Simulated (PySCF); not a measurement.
A structure optimised at PBE0-D3(BJ)/def2-TZVP, used in a PySCF frequency run:

```xyz
6

Zn     0.0000     0.0000    -0.0534
F      0.0000     0.0000    -1.8080
C      0.0000     0.0000     1.8597
H      0.8862     0.5116     2.2387
H      0.0000    -1.0233     2.2387
H     -0.8862     0.5116     2.2387
```
Charge 0, spin multiplicity 1.

Question: Write its SMILES, formula and point group.

Answer: [CH3][Zn][F], CH3FZn, C3v

Question: What are its rotational constants (standard atomic weights)?

Answer: 159.60, 4.2184, 4.2184 GHz
